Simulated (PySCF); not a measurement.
SMILES C[O][AlH][C](C)(C)C (C5H13AlO) (GFN2-xTB optimised geometry):

```
20

Al    -0.468     0.620     0.000
H     -1.178     1.982     0.000
O     -1.443    -0.706    -0.002
C     -2.293    -1.818    -0.003
H     -2.436    -2.179     1.019
H     -3.264    -1.544    -0.420
H     -1.861    -2.620    -0.606
C      1.573     0.620     0.000
C      2.170    -0.030    -1.257
C      1.939     2.107     0.027
C      2.173    -0.078     1.229
H      3.261     0.003    -1.230
H      1.833     0.487    -2.156
H      1.863    -1.074    -1.330
H      1.515     2.620    -0.838
H      1.536     2.583     0.922
H      3.021     2.252     0.017
H      1.839     0.403     2.148
H      1.866    -1.124     1.262
H      3.264    -0.045     1.200
```

Method: CAM-B3LYP/def2-SVP (PySCF).

Question: What are the frontier orbital energies and the dipole moment?

Answer: HOMO-2 -9.68 eV, HOMO-1 -9.61 eV, HOMO -7.91 eV, LUMO 0.63 eV, LUMO+1 1.60 eV; dipole moment 1.36 D.

On the same geometry PBE/def2-SVP run with PySCF 2.14.0 gives HOMO-2 -6.70 eV, HOMO-1 -6.61 eV, HOMO -5.38 eV, LUMO -1.13 eV, LUMO+1 -0.14 eV; dipole moment 1.35 D.

Meta-Löwdin charges at CAM-B3LYP/def2-SVP: Al1 0.80, H2 -0.19, O3 -0.59, C4 -0.05, H5 0.10, H6 0.10, H7 0.09, C8 -0.19, C9 -0.28, C10 -0.28, C11 -0.28, H12 0.08, H13 0.08, H14 0.09, H15 0.09, H16 0.09, H17 0.08, H18 0.08, H19 0.09, H20 0.08.
